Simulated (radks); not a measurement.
All-electron atom: the scandium ion Sc+ in [Ar] 3d(3/2: 2, 5/2: 0) (not the ground configuration). Method: Dirac Kohn-Sham, relativistic LDA (MacDonald-Vosko exchange, VWN5 correlation), spin-unpolarised, spherical densities, finite nucleus; Fermi nuclear charge, rms radius 3.5459 fm; computed with a radial shooting solver on a logarithmic mesh with Libxc functionals. Some entries of the table are withheld. Estimate them.

orbital,occ.,eigenvalue (eV),<r^2> (bohr^2),<r> (bohr)
1s1/2,2,-4378.122,0.007223,0.07329
2s1/2,2,-474.4486,0.1407,0.3447
2p1/2,2,-393.1087,0.1162,0.3065
2p3/2,4,-388.4890,0.1181,0.3091
3s1/2,2,-57.5229,1.367,1.087
3p1/2,2,(1),(2),1.182
3p3/2,4,(3),(4),1.191
3d3/2,2,(5),5.173,1.959
3d5/2,0,(6),5.206,1.965

Answer. 
(1) 3p1/2 eigenvalue (eV): -36.9615
(2) 3p1/2 <r^2> (bohr^2): 1.655
(3) 3p3/2 eigenvalue (eV): -36.4612
(4) 3p3/2 <r^2> (bohr^2): 1.679
(5) 3d3/2 eigenvalue (eV): -7.1863
(6) 3d5/2 eigenvalue (eV): -7.1595
